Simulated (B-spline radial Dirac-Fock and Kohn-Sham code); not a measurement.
**Relativistic shifts of the levels of Pb⁵⁹⁺**

System: the Pb⁵⁹⁺ ion, 1s2 2s2 2p6 3s2 3p6 3d5.

Both columns are ΔSCF binding energies of the configuration average from an atomic code on a B-spline grid: non-relativistic Hartree-Fock with a point nucleus, and Dirac-Fock with a finite nucleus and the Coulomb interaction alone, averaged over the two j levels with weights 2j+1.

```csv
shell,Hartree-Fock (eV),Dirac-Fock (eV),shift (eV),shift (%)
1s,83563.4,92636.1,+9072.68,+10.86
2s,17428.3,19954.0,+2525.69,+14.49
2p,16935.0,17838.8,+903.84,+5.34
3s,6748.1,7478.8,+730.78,+10.83
3p,6527.6,6841.4,+313.78,+4.81
3d,6186.6,6219.9,+33.30,+0.54
```

Relativity binds 1s, 2s, 2p, 3s, 3p, 3d more strongly, among those listed most of all 2s in relative terms.

Values without a named source are computed, but for edge energies of neutral atoms, which are taken from tables.
